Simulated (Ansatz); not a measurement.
C2H8OSSi can be A, `C[SiH](S)CO`, or B, `CO[SiH2]SC`.

Computed with Ansatz on PBE0-D4/def2-TZVP structures; ΔE is electronic, products minus reactants. CBS: MP2 limit from def2 TZ/QZ plus the TZ coupled-cluster correction, frozen cores. DFT in def2-TZVPP. B3LYP here is the variant with VWN-RPA as its local correlation; programs differ in this. One conformer a species, not always the lowest.

A:

Z-matrix (Å, degrees):
```
C
Si 1 1.864
H 1 1.094 2 110.4
H 1 1.092 2 110.7 3 -119.9
H 1 1.093 2 111.0 3 119.8
S 2 2.155 1 112.5 3 179.2
C 2 1.888 1 112.2 3 -60.8
H 2 1.486 1 111.8 3 64.2
H 6 1.345 2 94.7 1 55.5
O 7 1.415 2 112.2 1 -170.4
H 7 1.095 2 109.6 1 70.6
H 7 1.102 2 109.8 1 -45.8
H 10 0.965 7 107.6 2 41.4
```

B:

```xyz
13

C     1.7707   -1.1864    0.0306
O     1.0240   -0.3669    0.9031
Si    0.4741    1.1197    0.4820
S    -0.8472    1.0869   -1.1762
C    -2.2128    0.1333   -0.4471
H     1.2212   -1.3881   -0.8950
H     2.7291   -0.7222   -0.2280
H     1.9676   -2.1317    0.5382
H    -0.2139    1.6112    1.6979
H     1.5819    2.0114    0.0482
H    -2.9831    0.0460   -1.2124
H    -2.6282    0.6507    0.4174
H    -1.8835   -0.8639   -0.1587
```

(1) Which isomer does CCSD(T)/CBS put lower? Give the gap. (Best estimate.)

(2) Give E(B) − E(A) in kJ/mol with ωB97M-V, B3LYP, HF/def2-TZVPP, MP2/def2-TZVPP, CCSD(T)/def2-TZVPP, B3LYP-D4, CCSD/def2-TZVPP. (Best estimate.)

Largest T1 diagnostic: 0.011.

## Answers

(1) Computed: B, by 52.6 kJ/mol.

(2) Ansatz gave: ωB97M-V -48.8, B3LYP -56.9, HF/def2-TZVPP -76.1, MP2/def2-TZVPP -54.0, CCSD(T)/def2-TZVPP -51.8, B3LYP-D4 -56.1, CCSD/def2-TZVPP -53.9. None reverses the order clearly.

From PBE to PBE0 (25 % exact exchange), in def2-TZVPP and without D4, E(B) − E(A) moves by −3.3 kJ/mol. In def2-TZVPP, CCSD(T) changes the Hartree–Fock value by +24.2 kJ/mol (the triples alone add +2.1 kJ/mol) and MP2 by +22.1 kJ/mol.
